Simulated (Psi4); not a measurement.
HO (SMILES [OH-]), charge -1, singlet, geometry from GFN2-xTB (a gas-phase anion, which may not be bound at this level). Base run: B3LYP/6-311G** in Psi4 1.11.

Psi4 was given this input:
```
memory 2 GB

molecule mol {
-1 1
  O    -0.000000   -0.000000   -0.108754
  H     0.000000    0.000000    0.870031
}

set basis 6-311g**
set reference rks

energy('b3lyp')
print_variables()
```

Each row names what was changed in the base input (with any setting that the change needs).

| change | ΔE vs base (mEh) | SCF cycles | grid points | basis functions |
|---|---|---|---|---|
| base | 0.000 | 8 | 44131 | 24 |
| d_convergence = 1e-4 | 0.000 | 7 | 44131 | 24 |
| scf_type = pk | 0.043 | 8 | 44131 | 24 |
| scf_initial_accelerator = ediis | 0.000 | 8 | 44131 | 24 |
| cholesky_tolerance = 1e-6 (with scf_type cd) | 0.043 | 8 | 44131 | 24 |
| e_convergence = 1e-4 | 0.000 | 8 | 44131 | 24 |
| scf_type = cd | 0.041 | 8 | 44131 | 24 |
| dft_radial_points = 99 | 0.000 | 8 | 58178 | 24 |
| scf_type = direct | 0.043 | 12 | 44131 | 24 |
| dft_pruning_scheme = treutler | 0.000 | 8 | 24861 | 24 |
| scf_type = dfdirj+cosx | -0.009 | 9 | 44131 | 24 |
| scf_type = disk_df | 0.000 | 8 | 44131 | 24 |
| soscf = true | 0.000 | 7 | 44131 | 24 |

A gas-phase anion may not be bound at this level; its values then depend on the basis.
